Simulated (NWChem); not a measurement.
System meant: CH₃BClI; SMILES ClB(C)I

Input file for NWChem:

```
start job
memory heap 200 mb stack 900 mb global 1100 mb
geometry units angstroms noautoz
  B     -0.441172     1.004253     0.015492
  Cl     0.819351     2.212595    -0.098123
  I      0.140988    -1.055724     0.088776
  C     -1.946964     1.399309     0.009897
  H     -2.580493     0.692053     0.563059
  H     -2.287737     1.372590    -1.042342
  H     -2.111511     2.423261     0.376142
end
basis spherical
  * library def2-svp
end
dft
  xc pbe0
  iterations 150
  mulliken
end
task dft energy
```

End of the output:

```
             Grid Information
             ----------------
          Grid used for XC integration:  medium
          Radial quadrature: Mura-Knowles
          Angular quadrature: Lebedev.
          Tag              B.-S. Rad. Rad. Pts. Rad. Cut. Ang. Pts.
          ---              ---------- --------- --------- ---------
          B                   0.85       49           8.0       434
          Cl                  1.00       88          10.0       590
          I                   1.40      123          11.0       590
          C                   0.70       49          10.0       434
          H                   0.35       45          11.0       434
          Grid pruning is: on
          Number of quadrature shells:   444
          Spatial weights used:  Erf1

          Convergence Information
          -----------------------
          Convergence aids based upon iterative change in
          total energy or number of iterations.
          Levelshifting, if invoked, occurs when the
          HOMO/LUMO gap drops below (HL_TOL):  1.00D-02
          DIIS, if invoked, will attempt to extrapolate
          using up to (NFOCK): 10 stored Fock matrices.

                    Damping( 0%)  Levelshifting(0.5)       DIIS
                  --------------- ------------------- ---------------
          dE  on:    start            ASAP                start
          dE off:    2 iters        150 iters           150 iters

      Screening Tolerance Information
      -------------------------------
          Density screening/tol_rho:  1.00D-10
          AO Gaussian exp screening on grid/accAOfunc:  14
          CD Gaussian exp screening on grid/accCDfunc:  20
          XC Gaussian exp screening on grid/accXCfunc:  20
          Schwarz screening/accCoul:  1.00D-08

      Superposition of Atomic Density Guess
      -------------------------------------

      charge =      53.0 I (Iodine)

      symmetry species            s     p     d     f
      number of basis functions =10     7     6
      number of cont. functions = 4     4     2
      number of closed shells   = 5     3     2
      number of open shells     = 0     1     0
      open shell occupation     = 0     5     0
 ------------------------------------------------------------------------
 atomscf:atomd: error in atom scf                   0
 ------------------------------------------------------------------------
 ------------------------------------------------------------------------
  current input line :
    20: task dft energy
 ------------------------------------------------------------------------
 ------------------------------------------------------------------------
 This error has not yet been assigned to a category
 ------------------------------------------------------------------------
 For more information see the NWChem manual at https://nwchemgit.github.io

0:atomscf:atomd: error in atom scf:Received an Error in Communication
```

Task: What is wrong, and how is it mended?

Result: The run crashed. Cause: the def2 basis of a heavy element holds valence functions alone and wants its effective core potential (without it all electrons must fit into that basis). This input runs:
```
start job
memory heap 200 mb stack 900 mb global 1100 mb
geometry units angstroms noautoz
  B     -0.441172     1.004253     0.015492
  Cl     0.819351     2.212595    -0.098123
  I      0.140988    -1.055724     0.088776
  C     -1.946964     1.399309     0.009897
  H     -2.580493     0.692053     0.563059
  H     -2.287737     1.372590    -1.042342
  H     -2.111511     2.423261     0.376142
end
basis spherical
  B library def2-svp
  Cl library def2-svp
  I library def2-svp
  C library def2-svp
  H library def2-svp
end
ecp
  I library def2-ecp
end
dft
  xc pbe0
  iterations 150
  mulliken
end
task dft energy
```
It converges to -822.32717 Ha (PBE0/def2-SVP with def2 effective core potentials on I).
